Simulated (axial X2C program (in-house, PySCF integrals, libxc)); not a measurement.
# Photoelectron levels of SeCl⁻ by EOM-IP-CCSD

Calculated with an in-house all-electron X2C program for linear molecules (integrals from PySCF): two-component X2C with atomic mean-field Coulomb and Gaunt terms, Gaussian nuclei, basis Se dyall-acv3z, Cl dyall-av3z with contracted cores.

R = 2.461 Å (1.090 times 2.258 Å, the PBE0 minimum at charge -1 for the lowest determinant).

Vertical detachment energies of SeCl⁻ to the states of SeCl:

```
Ω of SeCl  vertical detachment energy (eV)  above lowest (cm⁻¹)        ionised spinor  one-hole weight
      3/2                            2.927                    0   87% Se pπ, 7% Cl pπ             0.93
      1/2                            3.154                 1824   85% Se pπ, 8% Cl pπ             0.93
      3/2                            5.944                24332   88% Cl pπ, 8% Se pπ             0.92
      1/2                            6.026                24988   88% Cl pπ, 8% Se pπ             0.92
      1/2                            6.609                29691  69% Cl pσ, 23% Se pσ             0.90
```

Task: What is the splitting of the first π pair in the table, and is it regular or inverted?

Result: E(3/2) − E(1/2) = 0 − 1824 = -1824 cm⁻¹ at EOM-IP-CCSD: inverted, Ω = 3/2 lower. Splittings at this level can be off by ten to twenty per cent.

This point took 7.7 s on 1 thread of Intel(R) Xeon(R) 6975P-C (Granite Rapids) (shared host).

Reference electrons by ω block (each with its −ω partner): 1/2: 18, 3/2: 7, 5/2: 1. 14 electrons of SeCl⁻ correlated (inner shells frozen), 92 natural virtual spinors (a truncated set); levels can be off by some tenths of an eV. Roots sought by Ω: (1/2: 4, 3/2: 3, 5/2: 1); rows need 60 % one-particle weight and stop where some Ω has no more roots. Missing are any skipped roots, higher Ω and states of a further excitation; these come out far too high here and may in truth be low or lowest. T1 of the reference 0.013 (Lee–Taylor). Number of frozen shells: Se 3 s, 2 p, 1 d; Cl 2 s, 1 p.
